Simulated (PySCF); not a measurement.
Substituent chemical shifts

Parent skeleton `[SiH3:1][P:2]([SiH3:3])[SiH3:4]`; one hydrogen on atom 1 is replaced by X. Hydrogens on one atom are averaged.

Computed data (PySCF): GFN2-xTB geometry, shieldings: GIAO PBE0/pcSseg-1. Gas phase, rapidly exchanging positions averaged, no relativistic terms, single conformer.

Scale: TMS for ²⁹Si and ¹H; H3PO4 for ³¹P (reference shieldings calculated alike).

Parent (X = H): Si1 -78.0, P2 -374.3, Si3/Si4 -78.0, H(Si1) 4.10, H(Si3)/H(Si4) 4.10 ppm. Effects are Δδ = δ(X) − δ(H), positive for deshielding.

**Question.** Give Δδ (ppm) for X = CH=NMe, CHO, SH.

**Answer.** 
| X | SMILES | Si1 | P2 | Si3/Si4 | H(Si1) | H(Si3)/H(Si4) |
| --- | --- | --- | --- | --- | --- | --- |
| CH=NMe | C/N=C/[SiH2]P([SiH3])[SiH3] | +29.9 | +5.6 | -2.0 | +0.54 | -0.05 |
| CHO | O=C[SiH2]P([SiH3])[SiH3] | +24.0 | -24.4 | -0.3 | +0.54 | +0.21 |
| SH | [SiH3]P([SiH3])[SiH2]S | +44.9 | +21.8 | -4.7 | +1.20 | +0.14 |

**Question.** Which position responds most, and to which substituents?

**Answer.** P2: from -24.4 ppm with CHO to +21.8 ppm with SH.

Experimental scales use liquid or dissolved standards, which lie at an offset from isolated H3PO4.
